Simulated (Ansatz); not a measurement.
```yaml
crystal:
  periodic: [false, false, false]
  atoms:
    - {symbol: Si, position_ang: [0.272223, 1.260910, 0.234864]}
    - {symbol: N, position_ang: [-0.123493, -0.437507, 0.417553]}
    - {symbol: C, position_ang: [-0.239268, -1.343750, -0.574112]}
    - {symbol: S, position_ang: [-0.606972, -2.919445, -0.396069]}
    - {symbol: H, position_ang: [0.448429, 1.481772, -1.218306]}
    - {symbol: H, position_ang: [-0.829770, 2.096006, 0.771777]}
    - {symbol: H, position_ang: [1.518396, 1.570888, 0.977207]}
    - {symbol: H, position_ang: [-0.293004, -0.836969, 1.333961]}
    - {symbol: H, position_ang: [-0.058043, -0.918205, -1.563874]}
basis:
  gaussian: {orbitals: pcseg-2}
magnetization: {spin_polarized: true, initial_magnetization: 1}
hamiltonian: {xc: {name: B2GP-PLYP}}
```

```sh
$ ansatz run in.yaml --threads 2 --pin off --events-out ev --progress --plain --max-ram 4352MiB
```

It prints (some lines left out):

```
Error: a molecule whose nuclei and cores have a total charge of 48 cannot have a net charge of 0 together with 1 unpaired electrons
```

Question: What is wrong with this run?

Answer: The number of unpaired electrons doesn't fit the electron count. The program refused the input.
